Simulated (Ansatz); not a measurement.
`[OH][Nb]([F])(=[S])[Cl]`. Charge 0, multiplicity 1. Nb: def2 effective core potential. The geometry is a stationary point of PBE0-D4/def2-TZVP. It is one conformer, not always the lowest.

```xyz
6

O    -0.804   -1.225    0.259
Nb    0.142    0.373    0.113
F     0.838    0.847    1.765
S     1.746    0.077   -1.256
Cl   -1.229    2.001   -0.706
H    -0.693   -2.073   -0.176
```

(1) What is the dipole moment at ωB97M-V/def2-TZVPP? (An estimate is asked.)

(2) And with PBE, r2SCAN, B3LYP? (Estimate.)

(3) Give the Mulliken charges with ωB97M-V, PBE, B3LYP in def2-TZVPP. (An estimate is asked.)

Results:

(1) Ansatz gave: 2.36 D, with components (-1.07, -2.10, 0.00) D in this frame, pointing from negative to positive charge.

(2) The calculation gave: PBE 2.35 D, r2SCAN 2.40 D, B3LYP 2.34 D.

(3) Computed: 
```csv
atom,ωB97M-V,PBE,B3LYP
O1,-0.47,-0.43,-0.48
Nb2,1.18,1.16,1.29
F3,-0.36,-0.32,-0.37
S4,-0.30,-0.36,-0.37
Cl5,-0.26,-0.27,-0.30
H6,0.22,0.23,0.23
```

B3LYP here is the variant with VWN-RPA as its local correlation; programs differ in this.
